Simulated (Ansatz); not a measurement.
Ansatz (a first-principles code) input:

Ansatz 0.2 input:
```yaml
crystal:
  periodic: [false, false, false]
  atoms:
    - {symbol: Rb, position_ang: [-0.00000000, -0.00000000, -0.41833162]}
    - {symbol: O, position_ang: [0.00000000, 0.00000000, 1.93478374]}
basis:
  gaussian:
    orbitals: def2-SVPD
magnetization: {spin_polarized: true, initial_magnetization: 1}
correlation: {method: ccsd_t, electrons: outside_noble_gas}
output: {forces: true}
```

Task: What final total energy does it print?

Result: -98.74448 Eh (CCSD(T)/def2-SVPD). The basis has 50 functions.
